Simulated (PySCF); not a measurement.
BBr2, SMILES Br[B]Br, multiplicity 2. Coordinates come from a PBE-D3(BJ)/def2-TZVP optimisation. The isomer is the one that the SMILES or the coordinates give; other isomers of the formula were not compared.

**Question.** Give the equilibrium geometry at PBE-D3(BJ)/def2-TZVP (PySCF confirms it by a frequency run) as bond lengths and angles, and its point group. (Estimate from the structure and the level; the computed values follow.)

**Answer.** point group C2v.
Atoms: Br1 B2 Br3. Bond lengths (Å): Br1–B2 1.891, B2–Br3 1.891. Angles (°): Br1–B2–Br3 126.3.
Charge 0, spin multiplicity 2.
